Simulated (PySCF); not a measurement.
# Substituent effects on chemical shifts

Parent skeleton `[OH:1][B:2]([OH:3])[SiH3:4]`; one hydrogen on atom 4 is replaced by X. Hydrogens on one atom are averaged.

Relativity neglected, averaged over atoms made equivalent by symmetry, fast rotation or ring inversion, in vacuum, single conformer. PBE0-D3(BJ)/def2-SVP structure; PBE0/pcSseg-1 with gauge-including orbitals; PySCF.

δ = σ(ref) − σ, references computed at the same level: H2O for 17O (σref 334.56); BF3·OEt2 for 11B (σref 100.73); TMS for 29Si (σref 351.99), 1H (σref 31.27).

Parent (X = H): O1/O3 148.1, B2 31.2, Si4 -111.3, H(Si4) 3.40 ppm. Effects are Δδ = δ(X) − δ(H), positive for deshielding.

Q: Order these by the shift of Si4, most shielded first.
A. X = CH3
B. X = NH2
C. X = 2-pyridyl
D. X = Cl

A: A (+33.8 ppm), C (+39.9 ppm), B (+58.2 ppm), D (+84.9 ppm).

Q: Order these by the shift of H(Si4), most shielded first.
A. X = 2-pyridyl
B. X = NH2
C. X = Cl
D. X = CH3

A: D (+0.38 ppm), A (+1.03 ppm), B (+1.22 ppm), C (+1.61 ppm).

Experimental scales use liquid or dissolved standards, which lie at an offset from isolated H2O (liquid H2O: subtract about 36 ppm).
